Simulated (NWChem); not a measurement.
System: SeBrCl; SMILES Cl[Se]Br

The following NWChem deck was run.

```
start job
memory heap 200 mb stack 900 mb global 1100 mb
geometry units angstroms noautosym nocenter noautoz
  Se     0.744583    -0.581365     0.000000
  Cl    -0.980607    -1.905136     0.000000
  Br    -0.241467     1.510552     0.000000
end
basis spherical
  * library def2-svp
end
dft
  xc hfexch
  iterations 150
end
property
  efieldgrad
end
task dft property
```

Excerpt of the output:

```
             Northwest Computational Chemistry Package (NWChem) 7.3.0
             --------------------------------------------------------

                             Geometry "geometry" -> ""
                             -------------------------

 Output coordinates in angstroms (scale by  1.889725989 to convert to a.u.)

  No.       Tag          Charge          X              Y              Z
 ---- ---------------- ---------- -------------- -------------- --------------
    1 Se                  34.0000     0.74458300    -0.58136500     0.00000000
    2 Cl                  17.0000    -0.98060700    -1.90513600     0.00000000
    3 Br                  35.0000    -0.24146700     1.51055200     0.00000000

 Effective nuclear repulsion energy (a.u.)     503.0445916346

  xc_inp: hfexch multiplicative factor not found.
                              NWChem Property Module
                              ----------------------

  itol2e modified to match energy
  convergence criterion.

                                 NWChem DFT Module
                                 -----------------

 Summary of "ao basis" -> "ao basis" (spherical)
 ------------------------------------------------------------------------------
       Tag                 Description            Shells   Functions and Types
 ---------------- ------------------------------  ------  ---------------------
 Se                         def2-svp                12       32   5s4p3d
 Cl                         def2-svp                 8       18   4s3p1d
 Br                         def2-svp                12       32   5s4p3d

  itol2e modified to match energy
  convergence criterion.

            General Information
            -------------------
          SCF calculation type: DFT
          Wavefunction type:  closed shell.
          No. of atoms     :     3
          No. of electrons :    86
           Alpha electrons :    43
            Beta electrons :    43
          Charge           :     0
          Spin multiplicity:     1
          Use of symmetry is: off; symmetry adaption is: off
          Maximum number of iterations: 150
          AO basis - number of functions:    82
                     number of shells:    32
          Convergence on energy requested:  1.00D-07
          Convergence on density requested:  1.00D-05
          Convergence on gradient requested:  5.00D-04

              XC Information
              --------------
                     Hartree-Fock (Exact) Exchange  1.000

      Superposition of Atomic Density Guess
      -------------------------------------

 Sum of atomic energies:       -5430.92111296

      Non-variational initial energy
      ------------------------------

 Total energy =   -5431.191977
 1-e energy   =   -8565.302708
 2-e energy   =    2631.066140
 HOMO         =      -0.218662
 LUMO         =      -0.056610

   convergence    iter        energy       DeltaE   RMS-Dens  Diis-err
 ---------------- ----- ----------------- --------- --------- ---------
 d= 0,ls=0.0,diis     1  -5430.9607266213 -5.93D+03  7.36D-03  2.05D-01
 d= 0,ls=0.0,diis     2  -5430.9867788066 -2.61D-02  2.65D-03  7.68D-02
 d= 0,ls=0.0,diis     3  -5430.9959131103 -9.13D-03  5.32D-04  1.60D-03
 d= 0,ls=0.0,diis     4  -5430.9962670148 -3.54D-04  3.06D-04  2.15D-04
 d= 0,ls=0.0,diis     5  -5430.9963465866 -7.96D-05  1.26D-04  1.51D-05
  Resetting Diis
 d= 0,ls=0.0,diis     6  -5430.9963558508 -9.26D-06  4.96D-05  2.06D-06
 d= 0,ls=0.0,diis     7  -5430.9963569862 -1.14D-06  8.11D-06  2.04D-07
 d= 0,ls=0.0,diis     8  -5430.9963570464 -6.02D-08  3.47D-06  4.73D-08

         Total DFT energy =    -5430.996357046392
      One electron energy =    -8563.200064789558
           Coulomb energy =     2831.899482031228
    Exchange-Corr. energy =     -202.740365922680
 Nuclear repulsion energy =      503.044591634618

 Numeric. integr. density =        0.000000000000

                       DFT Final Molecular Orbital Analysis
                       ------------------------------------

 Vector   41  Occ=2.000000D+00  E=-4.545626D-01
              MO Center= -3.8D-01, -7.8D-01, -5.6D-14, r^2= 4.0D+00
   Bfn.  Coefficient  Atom+Function         Bfn.  Coefficient  Atom+Function
  ----- ------------  ---------------      ----- ------------  ---------------
    43      0.395273  2 Cl px                44     -0.339185  2 Cl py
    66     -0.283262  3 Br py                40      0.274653  2 Cl px
    63     -0.267428  3 Br py                41     -0.234296  2 Cl py
    12     -0.193431  1 Se px                 4     -0.188293  1 Se s
    60      0.177569  3 Br py                15     -0.171804  1 Se px

 Vector   42  Occ=2.000000D+00  E=-4.374547D-01
              MO Center= -2.4D-01,  1.0D+00, -4.7D-14, r^2= 2.9D+00
   Bfn.  Coefficient  Atom+Function         Bfn.  Coefficient  Atom+Function
  ----- ------------  ---------------      ----- ------------  ---------------
    65      0.543530  3 Br px                62      0.466900  3 Br px
    59     -0.307963  3 Br px                44      0.202723  2 Cl py
    66      0.188705  3 Br py                63      0.165893  3 Br py
    41      0.143408  2 Cl py                 4     -0.118626  1 Se s
    43      0.115701  2 Cl px                12     -0.110211  1 Se px

 Vector   43  Occ=2.000000D+00  E=-3.580517D-01
              MO Center=  3.1D-01, -2.8D-01,  1.6D-14, r^2= 3.3D+00
   Bfn.  Coefficient  Atom+Function         Bfn.  Coefficient  Atom+Function
  ----- ------------  ---------------      ----- ------------  ---------------
    17      0.539212  1 Se pz                14      0.464679  1 Se pz
    67     -0.347528  3 Br pz                45     -0.296256  2 Cl pz
    11     -0.281726  1 Se pz                64     -0.272815  3 Br pz
    42     -0.187927  2 Cl pz                61      0.178153  3 Br pz
    39     -0.107428  2 Cl pz                 8      0.090723  1 Se pz

 Vector   44  Occ=0.000000D+00  E= 2.740641D-02
              MO Center=  2.1D-01,  8.1D-02,  3.1D-14, r^2= 3.8D+00
   Bfn.  Coefficient  Atom+Function         Bfn.  Coefficient  Atom+Function
  ----- ------------  ---------------      ----- ------------  ---------------
    66     -0.667546  3 Br py                15      0.617044  1 Se px
    16     -0.501512  1 Se py                 4     -0.359965  1 Se s
    55      0.309420  3 Br s                 44      0.299201  2 Cl py
     5     -0.295432  1 Se s                 12      0.282563  1 Se px
    63     -0.278842  3 Br py                65      0.228916  3 Br px

 Vector   45  Occ=0.000000D+00  E= 5.016417D-02
              MO Center=  3.5D-01, -7.6D-01,  5.5D-14, r^2= 3.4D+00
   Bfn.  Coefficient  Atom+Function         Bfn.  Coefficient  Atom+Function
  ----- ------------  ---------------      ----- ------------  ---------------
    16      0.745058  1 Se py                43      0.532831  2 Cl px
    15      0.487941  1 Se px                36      0.344437  2 Cl s
    44      0.336112  2 Cl py                13      0.317439  1 Se py
    65     -0.253383  3 Br px                12      0.218916  1 Se px
    10     -0.211892  1 Se py                40      0.211032  2 Cl px

 Vector   46  Occ=0.000000D+00  E= 3.889404D-01
              MO Center=  5.1D-01, -2.5D-01, -1.2D-13, r^2= 3.7D+00
   Bfn.  Coefficient  Atom+Function         Bfn.  Coefficient  Atom+Function
  ----- ------------  ---------------      ----- ------------  ---------------
     5     -1.949006  1 Se s                  4      1.785360  1 Se s
    54      0.743319  3 Br s                  3     -0.441774  1 Se s
    55     -0.365843  3 Br s                 35      0.247640  2 Cl s
    53     -0.244092  3 Br s                 15      0.241285  1 Se px
    66     -0.215545  3 Br py                30     -0.208097  1 Se d  0

     Multipole analysis of the density
     ---------------------------------

     L   x y z        total         alpha         beta         nuclear
     -   - - -        -----         -----         ----         -------
     0   0 0 0     -0.000000    -43.000000    -43.000000     86.000000

     1   1 0 0      0.467865      0.050480      0.050480      0.366905
     1   0 1 0      0.030664     -0.660810     -0.660810      1.352284
     1   0 0 1      0.000000      0.000000      0.000000      0.000000

     2   2 0 0    -35.044866    -84.011157    -84.011157    132.977447
     2   1 1 0     -1.105806     -8.186581     -8.186581     15.267357
     2   1 0 1      0.000000      0.000000      0.000000      0.000000
     2   0 2 0    -35.686128   -291.128742   -291.128742    546.571355
     2   0 1 1      0.000000      0.000000      0.000000      0.000000
     2   0 0 2    -37.889517    -18.944758    -18.944758      0.000000

          -----------------------
          Electric field gradient
          -----------------------

 1 a.u. = 0.324123 10**(16) esu/cm**3  ( or statvolts/cm**2 ) = 0.97174 10**(22) v/m**2

 ------------------------------------------------------------
   Atom      X         Y         Z
 ------------------------------------------------------------
    1 Se   1.40706  -1.09862   0.00000
 ------------------------------------------------------------

 Electric field gradient in molecular frame (a.u.)
         XX             YY             ZZ             XY             XZ             YZ
 ------------------------------------------------------------------------------------------
       -3.659338      -5.920596       9.579934      -0.897931      -0.000000       0.000000

 Principal components (a.u.) and orientation
 of principal axis w.r.t. absolute frame                      Asymmetry parameter eta
 --------------------------------------------------------------------------------------
        9.579934      -6.233781      -3.346152                       0.301425

        0.000000       0.329329       0.944215
        0.000000       0.944215      -0.329329
        1.000000       0.000000       0.000000

 ------------------------------------------------------------
   Atom      X         Y         Z
 ------------------------------------------------------------
    2 Cl  -1.85308  -3.60019   0.00000
 ------------------------------------------------------------

 Electric field gradient in molecular frame (a.u.)
         XX             YY             ZZ             XY             XZ             YZ
 ------------------------------------------------------------------------------------------
       -1.678099      -0.607794       2.285893      -2.777835      -0.000000       0.000000

 Principal components (a.u.) and orientation
 of principal axis w.r.t. absolute frame                      Asymmetry parameter eta
 --------------------------------------------------------------------------------------
       -3.971861       2.285893       1.685968                       0.151044

        0.771094       0.000000      -0.636721
        0.636721       0.000000       0.771094
        0.000000       1.000000       0.000000

 ------------------------------------------------------------
   Atom      X         Y         Z
 ------------------------------------------------------------
    3 Br  -0.45631   2.85453   0.00000
 ------------------------------------------------------------

 Electric field gradient in molecular frame (a.u.)
         XX             YY             ZZ             XY             XZ             YZ
 ------------------------------------------------------------------------------------------
        1.628516      -6.121044       4.492528       4.100535      -0.000000      -0.000000

 Principal components (a.u.) and orientation
 of principal axis w.r.t. absolute frame                      Asymmetry parameter eta
 --------------------------------------------------------------------------------------
       -7.887923       4.492528       3.395394                       0.139090

       -0.395717       0.000000       0.918372
        0.918372       0.000000       0.395717
        0.000000       1.000000       0.000000
```

Level: Hartree-Fock/def2-SVP. Geometry: optimised at PBE0/def2-SVP. NWChem prints the field gradient with the sign opposite to the second derivative of the potential.
